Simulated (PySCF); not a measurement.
Spectrum to structure. The calculation used PySCF 2.14.0, density-fitted response routines, TDDFT B3LYP/def2-SVPD, vertical, gas phase, core orbitals frozen in the response. Geometries: GFN2-xTB, one conformer each.

```json
{"state": "S1", "E (eV)": "5.24", "f": "0.0078", "main configurations (H = HOMO, L = LUMO)": "H→L (97%)"}
{"state": "S2", "E (eV)": "5.88", "f": "0.013", "main configurations (H = HOMO, L = LUMO)": "H→L+1 (91%)"}
{"state": "S3", "E (eV)": "6.07", "f": "0.0094", "main configurations (H = HOMO, L = LUMO)": "H→L+2 (40%), H→L+3 (31%), H→L+4 (13%)"}
{"state": "S4", "E (eV)": "6.13", "f": "0.0019", "main configurations (H = HOMO, L = LUMO)": "H→L+2 (48%), H→L+3 (45%)"}
{"state": "S5", "E (eV)": "6.14", "f": "0.019", "main configurations (H = HOMO, L = LUMO)": "H→L+4 (79%), H→L+3 (14%)"}
{"state": "S6", "E (eV)": "6.44", "f": "0.022", "main configurations (H = HOMO, L = LUMO)": "H→L+5 (82%), H→L+3 (9%)"}
{"state": "S7", "E (eV)": "6.73", "f": "0.023", "main configurations (H = HOMO, L = LUMO)": "H→L+6 (98%)"}
{"state": "S8", "E (eV)": "7.10", "f": "0.022", "main configurations (H = HOMO, L = LUMO)": "H→L+7 (98%)"}
```

Triplets computed (Tamm–Dancoff): 5.12, 5.67, 5.99 eV.

Question: Which candidate is it? All have the formula C5H13NSi.
A. `CC[C@H]1C[Si@H](N)C1`
B. `[C@@H]1(C)CCCN1[SiH3]`
C. `N[SiH]1CCCCC1`

Answer: B. Its S1, at 5.24 eV, is the lowest among the candidates; the nearest of the others has S1 at 5.95 eV. S1 is HOMO→LUMO (97%). Löwdin shares by element: HOMO nitrogen 53%, carbon 15% or more, silicon 8% (atoms not listed hold the other 25%); LUMO silicon 22%, carbon 15% or more, hydrogen 6% or more (atoms not listed hold the other 58%). At the same level the other candidates give, for their lowest levels:
- `N[SiH]1CCCCC1`: 6.19 eV (f 0.014); 6.80 eV (f 0.002); 7.01 eV (f 0.033); 7.04 eV (f 0.007); 7.26 eV (f 0.001); T1 5.90 eV; HOMO -6.97, LUMO 0.26 eV
- `CC[C@H]1C[Si@H](N)C1`: 5.95 eV (f 0.028); 6.46 eV (f 0.031); 6.79 eV (f 0.057); 6.92 eV (f 0.009); 6.93 eV (f 0.000); T1 5.68 eV; HOMO -6.71, LUMO 0.24 eV
